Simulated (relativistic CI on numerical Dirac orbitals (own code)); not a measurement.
## Br2+: calculation against measurement

Computed by Dirac-Coulomb-Breit CI, orbitals from a KLI potential per configuration, model QED, valence Slater integrals scaled by 0.85, configuration energies shifted to the measured levels that pair with them (semi-empirical) (own radial code, finite nucleus).

Configurations in the expansion (outside the closed core [Ar] 3d10): 4s²4p³, 4s²4p²4d, 4s²4p²5s, 4s²4p²5p, 4s²4p²5d, 4s²4p²6s, 4s4p⁴, 4p⁵, 4s²4p²4f, 4s²4p4d², 4s4p³4d, 4s4p³4f, 4s²4p4f², 4s²4p²6p, 4s²4p²6d, 4s²4p²5f, 4s²4p²5g, 4s²4p²6f, 4p³4d², 4s4p³5s, 4s²4p4d4f, 4s4p³5p, 4p⁴4d, 4s²4p4d5s, 4s4p²4d², 4s4p³6s, 4s4p³5d, 4s²4p5s². Levels of other configurations are missing.

```tsv
Configuration	Term (tabulated)	J	Measured (cm⁻¹)	Computed	Error	Purity (%)
4s²4p³	4S°	3/2	0.0	0	0	96
4s²4p³	2P°	1/2	26915.0	26609	-306	96
4s²4p³	2P°	3/2	28579.0	28063	-516	87
4s²4p²5s	4P	1/2	145416.9	145498	81	93
4s²4p²5s	4P	3/2	147670.4	147670	0	95
4s²4p²5s	4P	5/2	150259.8	150257	-3	92
4s²4p²5p	4D°	5/2	175910.4	175853	-57	89
4s²4p²5p	4P°	1/2	176670.6	177645	974	90
4s²4p²5p	4D°	7/2	178322.5	178323	0	95
4s²4p²6s	4P	3/2	213015.3	213016	1	92
4s²4p²6s	4P	5/2	215924.1	215923	-1	87
```

Measured levels from Moore, Atomic Energy Levels, vol. II, NSRDS-NBS 35 (1971 reprint of NBS Circular 467, 1952); pairs were made by configuration, J and term (by order where the table uses no LS term), so strongly mixed levels may be paired wrongly. The analysis dates from before 1960.

Mean error by configuration (cm⁻¹): 4s²4p³ -411; 4s²4p²5s 26; 4s²4p²5p 306; 4s²4p²6s 0. Over the excited levels the mean absolute error is 194 cm⁻¹ (10 of the 20 excited levels that our extract of the source holds in range could be paired, and the others can miss by more), and the median relative error of those above 1,000 cm⁻¹ is 0.017 %, both after the shifts were fitted to these levels, so that a configuration with one level shows no error. Some levels of the ground configuration have no partner.

Configurations whose levels could be paired with our table of measured levels were shifted onto them, all but the ground configuration, by the median error of their levels; single terms can still be off by 1,000 to 2,000 cm⁻¹ or more, and rates follow the energies as ν³ (E1, M1) or ν⁵ (E2). The others borrow a shift and can be off by several thousand cm⁻¹ or more. The fine structure of a lone outer electron comes out too small, for d and f at times inverted, and misplaced configurations move strength between like terms. 10 of the 20 excited levels that our extract of the measured tables holds in this range could be paired (the sources list more); they are missed by 194 cm⁻¹ on average and 974 at most, after the shifts were fitted to these levels, and levels without a partner can miss by more. Some levels of the ground configuration have no partner and can miss by 10 % or more.

Shifts applied (cm⁻¹): 4s²4p³ 0; 4s²4p²5s -8781; 4s²4p²5p -8311; 4s²4p²6s -8681.
